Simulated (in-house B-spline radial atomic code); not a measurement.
A run on an ion of nuclear charge 66 with 66.8 electrons that did not converge. Method: scalar-relativistic (X2C) wB97X, spin-polarised, spherical fractional occupations, Fermi nucleus of rms radius 5.2218 fm; computed with a B-spline radial code for spherical atoms.

Command:
```bash
python run_scf.py task.json out
```
Settings (nuclear radius in fm, mass in u):
```
Z                66
configuration    [Xe] 4f10.8 6s2
hamiltonian      x2c
method           wb97x
spin_polarised   True
nucleus          fermi
rms_radius       5.2218
atomic_mass      163.92918
speed_of_light   137.035999084
```

First and last ten iterations of the last attempt (damped for 15 steps, keeping 80 % of the old Fock matrix, then DIIS):
```
 iter        energy (Eh)    residual
    1      -12103.170365    7.83e-01
    2      -12103.948840    1.43e+00
    3      -12129.757784    9.15e-01
    4      -12143.813463    5.65e-01
    5      -12150.950443    3.57e-01
    6      -12154.295199    2.37e-01
    7      -12155.747731    1.55e-01
    8      -12156.356782    9.69e-02
    9      -12156.628309    6.82e-02
   10      -12156.770390    5.53e-02
  111      -12152.634188    2.00e-01
  112      -12152.471827    2.05e-01
  113      -12152.445774    2.06e-01
  114      -12152.441203    2.06e-01
  115      -12152.413504    2.07e-01
  116      -12152.442357    2.06e-01
  117      -12152.636358    1.99e-01
  118      -12156.558084    7.61e-02
  119      -12156.531294    7.88e-02
  120      -12152.634018    2.00e-01
 not converged after 120 iterations
```

The smallest residual met was 3.1e-02; the threshold is about 7e-07. No energy from this run should be used. Cost of the run: 38 s on 1 thread of Arm Neoverse V1, with other jobs on the host.
